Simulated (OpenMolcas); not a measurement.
## Rh5+ in a point-charge field

Rh5+ among 2 point charges of -2 e arranged as a linear pair (D∞h), 2 Å from the ion.

```yaml
Program: OpenMolcas
Method: CASSCF
Basis: ANO-RCC-VDZP [6s5p3d1f]
Scalar_Hamiltonian: DKH2, point nucleus
Active_space: 4 electrons in 5 orbitals (4d)
State_averaging: 2S+1 = 5 even, 5 roots; 2S+1 = 3 even, 45 roots; 2S+1 = 1 even, 50 roots
Spin-orbit_coupling: state interaction with AMFI integrals over the reference wave functions
```

The lowest spin-free states (labels by Λ), above the lowest:

```json
{"State": "5Σ", "Degeneracy": "1", "E (cm-1)": "0.0", "Free-ion L (%)": "D (100)"}
{"State": "5Π", "Degeneracy": "2", "E (cm-1)": "5995", "Free-ion L (%)": "D (100)"}
{"State": "5Δ", "Degeneracy": "2", "E (cm-1)": "16307", "Free-ion L (%)": "D (100)"}
{"State": "3Φ", "Degeneracy": "2", "E (cm-1)": "22113", "Free-ion L (%)": "H (59)"}
{"State": "3Γ", "Degeneracy": "2", "E (cm-1)": "22772", "Free-ion L (%)": "H (73)"}
{"State": "3Π", "Degeneracy": "2", "E (cm-1)": "24761", "Free-ion L (%)": "G (36)"}
{"State": "3Δ", "Degeneracy": "2", "E (cm-1)": "25082", "Free-ion L (%)": "G (41)"}
{"State": "3Σ", "Degeneracy": "1", "E (cm-1)": "26438", "Free-ion L (%)": "F (53)"}
{"State": "3Δ", "Degeneracy": "2", "E (cm-1)": "26541", "Free-ion L (%)": "F (58)"}
{"State": "3H", "Degeneracy": "2", "E (cm-1)": "27042", "Free-ion L (%)": "H (100)"}
{"State": "3Σ", "Degeneracy": "1", "E (cm-1)": "28704", "Free-ion L (%)": "G (76)"}
{"State": "3Π", "Degeneracy": "2", "E (cm-1)": "29434", "Free-ion L (%)": "H (46)"}
{"State": "3Σ", "Degeneracy": "1", "E (cm-1)": "31504", "Free-ion L (%)": "H (92)"}
{"State": "1I", "Degeneracy": "2", "E (cm-1)": "31741", "Free-ion L (%)": "I (100)"}
{"State": "3Π", "Degeneracy": "2", "E (cm-1)": "32165", "Free-ion L (%)": "P (70)"}
{"State": "3Φ", "Degeneracy": "2", "E (cm-1)": "32181", "Free-ion L (%)": "F (83)"}
{"State": "1Σ", "Degeneracy": "1", "E (cm-1)": "34067", "Free-ion L (%)": "G (64)"}
{"State": "1Π", "Degeneracy": "2", "E (cm-1)": "35052", "Free-ion L (%)": "G (64)"}
{"State": "3Π", "Degeneracy": "2", "E (cm-1)": "35757", "Free-ion L (%)": "F (39)"}
{"State": "1Δ", "Degeneracy": "2", "E (cm-1)": "37081", "Free-ion L (%)": "G (69)"}
```

The lowest levels with spin-orbit coupling:

```csv
E (cm-1),Degeneracy,2S+1,g
0.0,1,5,
163.0,2,5,0.00 0.00 3.99
605.5,2,5,0.00 0.00 7.94
6062,2,5,0.00 0.00 5.71
6207,1,5,
6612,1,5,
6822,2,5,0.00 0.00 2.26
7134,2,5,0.00 0.00 6.01
7430,2,5,0.00 0.00 9.95
15138,1,5,
15169,1,5,
16246,2,5,0.00 0.00 0.05
17119,2,5,0.00 0.00 4.01
17828,2,5,0.00 0.00 7.96
18414,2,5,0.00 0.00 11.90
20913,2,3,0.00 0.00 5.90
21640,2,3,0.00 0.00 9.13
22002,2,3,0.00 0.00 3.96
23372,2,3,0.00 0.00 11.85
23492,2,3,0.00 0.00 3.96
```

Powder χT (cm3 K/mol): 0.0319 at 2 K, 0.159 at 10 K, 0.786 at 50 K, 1.32 at 100 K, 1.71 at 200 K, 1.87 at 300 K. The effective moment at 300 K is 2.828 √(χT) = 3.86 μB.

The lowest level has 2S+1 = 5, for which the spin-only value is χT = S(S+1) / 2 = 3.000 cm3 K/mol (g = 2). The computed 1.867 at 300 K differs by -1.133, through orbital momentum, spin-orbit coupling and any other state in reach.

Without dynamic correlation the repulsion within the d shell is too large (B by tens of per cent), so at a given field states of lower spin stand too high. Point charges give a weaker field than real ligands, and real ions of this kind are as a rule low spin; the high spin found here belongs to the model. This is an electrostatic model: the charges have no orbitals. No measured value stands beside these numbers.

The RASSCF and RASSI steps took 22 s on 1 thread of Arm Neoverse V1, on a shared host; the integral step is not counted.

With an even number of electrons the g values are those of a degenerate or nearly degenerate non-Kramers pair.
